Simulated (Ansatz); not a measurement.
Computed with Ansatz on PBE0-D4/def2-TZVP structures; ΔE is electronic, products minus reactants. CCSD(T)/CBS is the MP2 limit (def2-TZVPP, def2-QZVPP) plus CCSD(T) − MP2 in def2-TZVPP, frozen cores. Functionals use def2-TZVPP. B3LYP here is the variant with VWN-RPA as its local correlation; programs differ in this. Each species was taken in one conformer, which may not be the lowest.

Reaction (formal exchange of groups at the Si–Si bond): `N[SiH](O)[SiH2]F` + `C=NC(C)(F)F` → `C=N[SiH](N)O` + `CC(F)(F)[SiH2]F`

`N[SiH](O)[SiH2]F`:

Cartesian coordinates in Å:
```
N 1.558 0.790 0.546
Si -0.007 0.158 0.816
O -1.257 1.216 1.027
Si -0.499 -1.156 -1.075
F -1.936 -0.675 -1.638
H 2.102 1.187 1.296
H 1.839 1.160 -0.347
H 0.074 -0.582 2.097
H -1.769 1.463 0.255
H -0.587 -2.615 -0.802
H 0.483 -0.946 -2.176
```

`C=NC(C)(F)F`:

```xyz
11

C     0.303   -1.395    1.275
N    -0.360   -1.020    0.273
C    -0.501    0.375    0.012
C     0.189    0.781   -1.260
F    -0.051    1.164    1.040
F    -1.831    0.629   -0.075
H     0.781   -0.708    1.978
H     0.406   -2.463    1.455
H    -0.185    0.175   -2.084
H    -0.015    1.834   -1.452
H     1.264    0.629   -1.161
```

`C=N[SiH](N)O`:

```xyz
11

C    -0.169   -0.825   -1.939
N     0.598   -0.202   -1.160
Si    0.102    0.617    0.286
N     0.864    0.044    1.704
O    -1.528    0.416    0.420
H    -1.254   -0.917   -1.788
H     0.233   -1.318   -2.833
H     0.502    2.036    0.139
H     1.761    0.425    1.959
H     0.809   -0.932    1.950
H    -1.918    0.655    1.261
```

`CC(F)(F)[SiH2]F`:

Cartesian coordinates in Å:
```
C -1.401 -0.237 -0.251
C 0.034 -0.641 -0.085
F 0.450 -1.287 -1.224
F 0.131 -1.566 0.933
Si 1.290 0.744 0.333
F 1.161 1.879 -0.784
H -1.771 0.223 0.667
H -1.999 -1.122 -0.476
H -1.494 0.479 -1.069
H 0.938 1.337 1.644
H 2.660 0.190 0.312
```

```
             level  ΔE (kcal/mol)
            PBE-D4           -9.8
           ωB97X-V          -12.3
           ωB97M-V          -14.5
               PBE           -9.6
             B3LYP          -13.6
    MP2/def2-TZVPP          -14.9
CCSD(T)/def2-TZVPP          -13.2
      HF/CBS(def2)          -15.7
```

(1) What does CCSD(T)/CBS give? (Estimate.)

Largest T1 diagnostic among the species: 0.012.

## Answers

(1) Ansatz gave: -13.9 kcal/mol. The listed levels differ from it by 4.1, 1.6, -0.6, 4.3, 0.3, -1.0, 0.7, -1.8 kcal/mol.
